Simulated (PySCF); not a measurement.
MN15 on Pr⁻ (praseodymium, charge -1), [Xe] 4f3 6s2 6p1, one real determinant. Calculation: PySCF 2.14, in x2c-TZVPPall with one added diffuse shell each of s, p, d, f type (12s8p8d5f2g, 129 functions); scalar relativity by spin-free X2C-1e.

```
cycle= 6 E= -9242.87325017315  delta_E= -0.00213  |g|= 0.0165  |ddm|= 1.48
cycle= 7 E= -9242.87322427757  delta_E= 2.59e-05  |g|= 0.0145  |ddm|= 0.808
cycle= 8 E= -9242.87377656771  delta_E= -0.000552  |g|= 0.00245  |ddm|= 0.596
cycle= 9 E= -9242.87379505381  delta_E= -1.85e-05  |g|= 0.000644  |ddm|= 0.0337
cycle= 10 E= -9242.87379737994  delta_E= -2.33e-06  |g|= 0.000496  |ddm|= 0.0131
cycle= 11 E= -9242.87379841317  delta_E= -1.03e-06  |g|= 0.000533  |ddm|= 0.00254
cycle= 12 E= -9242.87379502713  delta_E= 3.39e-06  |g|= 0.000386  |ddm|= 0.0091
cycle= 13 E= -9242.87379371459  delta_E= 1.31e-06  |g|= 0.00026  |ddm|= 0.0252
cycle= 14 E= -9242.87379383539  delta_E= -1.21e-07  |g|= 0.000114  |ddm|= 0.0187
cycle= 15 E= -9242.87379390341  delta_E= -6.8e-08  |g|= 2.55e-05  |ddm|= 0.00678
cycle= 16 E= -9242.87379390799  delta_E= -4.58e-09  |g|= 9.34e-06  |ddm|= 0.000946
cycle= 17 E= -9242.87379390903  delta_E= -1.04e-09  |g|= 4.83e-06  |ddm|= 0.000201
cycle= 18 E= -9242.87379390936  delta_E= -3.29e-10  |g|= 2.21e-06  |ddm|= 0.000124
converged SCF energy = -9242.87379390936  <S^2> = 6.0261447  2S+1 = 5.010447
```

Highest occupied orbital energy: 1.188 eV; ⟨L²⟩ = 36.09; populations by l: s 11.98, p 25.00, d 20.02, f 3.00.

Question: Can this result be used?

Answer: With care. The run converged. ⟨L²⟩ = 36.09 against 56 for a pure K term, so this real determinant mixes terms. Spin-orbit coupling, absent here, splits the open shell strongly. The configuration of this anion was assumed by filling the next shell in order. It is not the known or likely ground configuration (Ca⁻, Sr⁻ and Ba⁻, for instance, bind a p electron), so these values are not the electron affinity of the element. At MN15 the highest occupied level has a positive energy, so only the finite basis holds that electron.
